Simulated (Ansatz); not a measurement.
```yaml
crystal:
  periodic: [false, false, false]
  atoms:
    - {symbol: O, position_ang: [0.484067, 1.529389, 0.684713]}
    - {symbol: C, position_ang: [0.362842, 0.174273, 0.412107]}
    - {symbol: F, position_ang: [1.120056, -0.556111, 1.360103]}
    - {symbol: Si, position_ang: [-1.440611, -0.442722, 0.592560]}
    - {symbol: Si, position_ang: [1.170027, -0.133831, -1.295662]}
    - {symbol: H, position_ang: [-0.009463, 1.748084, 1.484382]}
    - {symbol: H, position_ang: [-2.257026, 0.107696, -0.519146]}
    - {symbol: H, position_ang: [-1.500348, -1.924039, 0.587513]}
    - {symbol: H, position_ang: [-1.937893, 0.099335, 1.888523]}
    - {symbol: H, position_ang: [2.579560, 0.323753, -1.252865]}
    - {symbol: H, position_ang: [1.100741, -1.589620, -1.579467]}
    - {symbol: H, position_ang: [0.404947, 0.608695, -2.328561]}
basis:
  gaussian: {orbitals: aug-pcseg-2}
magnetization: {spin_polarized: true, initial_magnetization: 2}
hamiltonian: {xc: {name: r2SCAN50}}
outputs: {forces: true}
output: {forces: true}
```

```sh
$ ansatz run in.yaml --threads 4 --pin off --events-out ev --progress --plain --max-ram 10444MiB
```

**Question.** How does Ansatz answer? (Best estimate.)

**Answer.** Ansatz gave: The program refused the input.
```
Error: YAML parse error: error: line 20 column 1: unknown field `outputs`, expected one of crystal, accuracy, basis, kpoints, hamiltonian, magnetization, projection, total_charge, correlation, batch, efield, external_charges, scf, relax, neb, saddle, md, ramp, phonons, dielectric, real_time, elastic, magnetic_configurations, gw, evaluate, workflow, output, checkpoint, execution
18 | magnetization: {spin_polarized: true, initial_magnetization: 2}
19 | hamiltonian: {xc: {name: r2SCAN50}}
20 | outputs: {forces: true}
21 | output: {forces: true}
```
